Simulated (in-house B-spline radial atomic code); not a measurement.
Radial electron density of the tungsten ion W⁷⁺, [Xe] 4f13. Method: scalar-relativistic (X2C) BLYP, spin-polarised, spherical fractional occupations, Fermi nucleus of rms radius 5.3658 fm. Calculated with an all-electron radial atomic-structure program (B-spline basis).

One-electron X2C: radii and densities carry no picture-change correction, so inner-shell <1/r> comes out high (for 1s by about 2 % at Z = 33, 5 % at 54, 10 % at 75, 30 % at 118) and <r> low.

Columns: r (bohr), 4πr²n(r) (electrons per bohr), bar.

```
0.000332    2.738 #
0.000407    3.651 #
0.000499    4.854 ##
0.000613    6.448 ##
0.000752    8.516 ###
0.000922    11.19 ####
 0.00113    14.62 #####
 0.00139    19.07 ######
  0.0017    24.49 ########
 0.00209    31.36 ##########
 0.00257    39.67 #############
 0.00315    49.25 ################
 0.00386    60.04 ###################
 0.00474    71.72 #######################
 0.00582    83.32 ###########################
 0.00714    93.59 ##############################
 0.00876    101.1 #################################
  0.0107    104.4 ##################################
  0.0132      103 #################################
  0.0162    97.58 ################################
  0.0198    91.45 ##############################
  0.0244    89.07 #############################
  0.0299    95.11 ###############################
  0.0367      110 ####################################
   0.045    127.3 #########################################
  0.0552    136.2 ############################################
  0.0677    129.3 ##########################################
  0.0831    112.6 ####################################
   0.102      104 ##################################
   0.125    112.9 ####################################
   0.154    124.3 ########################################
   0.188    113.5 #####################################
   0.231    82.79 ###########################
   0.284    63.56 #####################
   0.348    69.08 ######################
   0.427    75.37 ########################
   0.524    62.33 ####################
   0.643    40.08 #############
   0.789    24.69 ########
   0.968    17.04 ######
    1.19    11.06 ####
    1.46    5.408 ##
    1.79    1.764 #
    2.19   0.3613 
    2.69  0.04014 
     3.3 0.002135 
    4.05 4.645e-05
```

On this grid the curve has 4 maxima, near 0.0107, 0.0552, 0.154, 0.427 bohr.

The 5p down radial function P(r) = rR(r), positive near the nucleus:

```
r (bohr)         P
0.000613  0.001271
0.000922    0.0023
 0.00139   0.00425
 0.00209  0.007928
 0.00315   0.01495
 0.00474   0.02806
 0.00714   0.05195
  0.0107   0.09228
  0.0162    0.1559
  0.0244    0.2339
  0.0367    0.2854
  0.0552    0.2198
  0.0831  -0.04318
   0.125   -0.3591
   0.188   -0.2684
   0.284    0.3502
   0.427    0.5272
   0.643   -0.3253
   0.968    -1.076
    1.46   -0.8057
    2.19   -0.2278
     3.3  -0.01834
```
